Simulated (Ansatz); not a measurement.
`N=C=C([SiH3])Cl` + H₂ → `N=C=C[SiH3]` + HCl at 700 K and 1 bar (hydrogenolysis of a C–Cl bond).

Gas-phase electronic energies from Ansatz, PBE0-D4/def2-TZVP geometries. CCSD(T)/CBS adds triple-zeta CCSD(T) − MP2 to the extrapolated MP2 energy (def2 sets, frozen cores). This one scheme is used for every species. One conformer a species, not always the lowest.

```csv
species,CCSD(T)/CBS energy (Eh),H − E (kJ/mol),S (J/(mol·K))
`N=C=C([SiH3])Cl`,-882.00456,207.9,449.1
H₂,-1.17544,46.8,155.3
`N=C=C[SiH3]`,-422.83912,222.9,407.4
HCl,-460.38127,38.4,211.8
```

H − E and S are ideal-gas, rigid-rotor, harmonic terms from PBE0-D4/def2-TZVP, for one conformer and one mirror image of each species. For small species the MP2-based limit differs from directly extrapolated CCSD(T) by up to some mEh (0.8 for H₂); such offsets cancel only in part. 1 Eh = 2625.50 kJ/mol, R = 8.31446 J/(mol·K).

Problem. By hand: ΔE, ΔH, ΔS and ΔG.

Solution. ΔE = (-422.83912) + (-460.38127) − (-882.00456) − (-1.17544) = -0.04039 Eh = -106.0 kJ/mol. Δ(H − E) = 222.9 + 38.4 − 207.9 − 46.8 = 6.6, so ΔH = -99.4 kJ/mol. ΔS = 407.4 + 211.8 − 449.1 − 155.3 = 14.8 J/(mol·K). ΔG = -99.4 − 700 × (14.8)/1000 = -109.8 kJ/mol.

Problem. By hand: the equilibrium constant, and the temperature at which ΔG would vanish if ΔH and ΔS stayed fixed.

Solution. log₁₀ K = −ΔG/(RT ln 10) = 8.2. ΔH and −TΔS have one sign here, so there is no such temperature.

The number of gas molecules stays the same, so ΔS is small and ΔH decides. A doubt of 5 kJ/mol in ΔE shifts log₁₀ K by 0.4 here. Other conformers and mirror images would add mixing entropy, several J/(mol·K) or more a flexible species. These are equilibria of isolated gas molecules and say nothing of rates. Largest T1 diagnostic: 0.015 (customary marks: 0.02 for closed shells, 0.045 for open ones).
